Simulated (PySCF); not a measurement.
Compound: 2-fluorothiophenol, C₆H₅FS.
SMILES with atom numbers: `[F:1][c:2]1[cH:3][cH:4][cH:5][cH:6][c:7]1[SH:8]` (hydrogens: H9 on C3; H10 on C4; H11 on C5; H12 on C6; H13 on S8)

Structure used (PBE0-D3(BJ)/def2-SVP), in Å, numbered top down from 1:
```
atom  x, y, z in Å
F1     1.088    2.200    0.182
C2     0.422    1.040    0.159
C3    -0.644    0.858    1.026
C4    -1.342   -0.348    1.010
C5    -0.960   -1.355    0.125
C6     0.115   -1.161   -0.739
C7     0.827    0.045   -0.738
S8     2.170    0.268   -1.854
H9    -0.910    1.671    1.704
H10   -2.184   -0.497    1.689
H11   -1.500   -2.304    0.105
H12    0.415   -1.953   -1.429
H13    2.533    1.481   -1.391
```

Computed with PySCF at CAM-B3LYP/def2-SVPD, non-relativistic, on one gas-phase PBE0-D3(BJ)/def2-SVP geometry that isn't relaxed in the solvent. The solvent is an IEF-PCM continuum (van der Waals radii × 1.2), and excitations are vertical TDDFT with non-equilibrium linear response and a frozen core. Specific hydrogen bonds and non-electrostatic terms are outside this model.

| run | E − E(gas) (kcal/mol) | HOMO (eV) | HOMO–LUMO gap (eV) | dipole (D) | lowest singlet (eV) | static polarisability (au) |
| --- | --- | --- | --- | --- | --- | --- |
| gas | 0.00 | -7.75 | 8.08 | 1.47 | 5.04 | 90.4 |
| P | -2.65 | -7.73 | 8.15 | 1.81 | 5.06 | 115.7 |
| Q | -3.58 | -7.74 | 8.16 | 1.92 | 5.07 | 126.1 |

Problem. The runs were made in acetone and chloroform. Which run belongs to which solvent?

Solution. P = chloroform, Q = acetone. The dielectric constants are 4.711 (chloroform), 20.49 (acetone), and the energy falls further as ε rises. The optical constants n² used for the excitations are 2.09, 1.85 in the same order. In this model the ground state sees the solvent through ε alone.

Problem. How constant is the ratio of the lowering to (ε − 1)/(2ε + 1)?

Solution. 
```csv
solvent,(ε − 1)/(2ε + 1),E − E(gas) (kcal/mol),ratio (kcal/mol),polarisation term (kcal/mol)
chloroform,0.356,-2.65,-7.4,-2.87
acetone,0.464,-3.58,-7.7,-4.00
```

The ratio changes by +3.7 % in size from chloroform to acetone. The polarisation term is half the interaction of the solute with the induced surface charges.
